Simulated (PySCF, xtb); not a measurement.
Ti(OH)3 (H3O3Ti), SMILES [Ti+]([OH])([OH])[OH], charge +1, multiplicity 1.

GFN2-xTB (xtb) at its own geometry gives an orbital gap of 2.77 eV.

Geometry optimised at PBE0-D3(BJ)/def2-SVP. The spin state was assumed, not searched. The isomer is the one that the SMILES or the coordinates give; other isomers of the formula were not compared. One conformer was computed; it need not be the lowest.

Problem. What does B3LYP/def2-TZVPD (PySCF) give? (An estimate is asked for; the answer gives what the named calculation found.)

Solution. gap 5.70 eV (levels -14.75 and -9.05 eV).
